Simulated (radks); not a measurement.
All-electron atom: Lu I in [Xe] 4f14 5d1 6s2 (the NIST ground configuration). All-electron calculation, Dirac Kohn-Sham, PBE, spin-unpolarised, spherical densities, finite nucleus; open shells are shared between the two j in proportion to 2j + 1; Fermi nuclear charge, rms radius 5.37 fm. Program: a radial shooting solver on a logarithmic mesh with Libxc functionals.

Spin-orbit splittings of the eigenvalues, e(l+1/2) - e(l-1/2), with zeta = 2 splitting/(2l+1) and mean radii in bohr:

shell  occ.  splitting (eV)  zeta (eV)  <r> j=l-1/2  <r> j=l+1/2
2p        6               ?          ?      0.06740      0.07502
3p        6           238.4      158.9       0.2020       0.2162
3d       10           52.04      20.82       0.1898       0.1942
4p        6           54.22      36.15       0.4850       0.5176
4d       10           9.900      3.960       0.5409       0.5524
4f       14           1.522     0.4350       0.7162       0.7326
5p        6           6.875      4.583        1.316        1.431
5d        1          0.3172     0.1269        2.826        3.006

Estimate the 2p splitting.

Answer. 1117 eV (zeta = 745.0 eV).
